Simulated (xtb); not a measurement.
AlH4, SMILES [AlH4-], charge -1. All values are semi-empirical tight-binding results from xtb (GFN2-xTB unless named), good for trends rather than for accurate numbers. Geometry optimised at GFN2-xTB. The isomer is the one that the SMILES or the coordinates give; other isomers of the formula were not compared.

Optimised geometry:

Bonded distances (Å): Al1–H2 1.628, Al1–H3 1.628, Al1–H4 1.628, Al1–H5 1.628. Angles (°): H2–Al1–H3 109.5, H2–Al1–H4 109.5, H2–Al1–H5 109.5, H3–Al1–H4 109.5, H3–Al1–H5 109.5, H4–Al1–H5 109.5.
Charge -1, spin multiplicity 1.

For metal compounds this method's bond lengths and energies can be far off.

Computed properties:
The point group as xtb finds it is Td and the orbital gap is 6.92 eV. The zero-point energy is 13.4 kcal/mol and the G − E(el) at 298.15 K (modified RRHO) comes out as 1.1 kcal/mol.

Problem. Give the atomic charges. (An estimate is asked for; the answer gives what the named calculation found.)

Solution. charges (e) Al1 0.32, H2 -0.33, H3 -0.33, H4 -0.33, H5 -0.33.
